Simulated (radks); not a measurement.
All-electron atom: Li in [He] 2s1 (the NIST ground configuration).

Calculated with a radial shooting solver on a logarithmic mesh with Libxc functionals: scalar-relativistic Kohn-Sham, PBEsol, spin-polarised, spherical densities, point nucleus; open shells are filled with parallel spins first.

Energy parts (eV):
part                    energy
total                 -201.320
kinetic                199.822
electron-nucleus      -463.775
Hartree                109.698
exchange-correlation   -47.065

Orbitals (lengths in bohr, moments of r in powers of bohr; r(max) is where P^2 peaks; r(90%) holds 90 % of the orbital's charge):
orbital  occ.  eigenvalue (eV)   <r^4>  r(max)  r(90%)
1s up       1         -51.2314  0.6121  0.3631    1.06
1s down     1         -51.0288  0.6080  0.3635    1.06
2s up       1          -3.1616   539.1   3.105    5.95
2p up       0          -1.2952    1603   3.687    7.80

The highest occupied level is 2s up at -3.162 eV. Summed over all electrons, <r^2> = 18.16 bohr^2, which gives a Langevin (diamagnetic) susceptibility term of -14.4 x 10^-6 cm^3/mol.
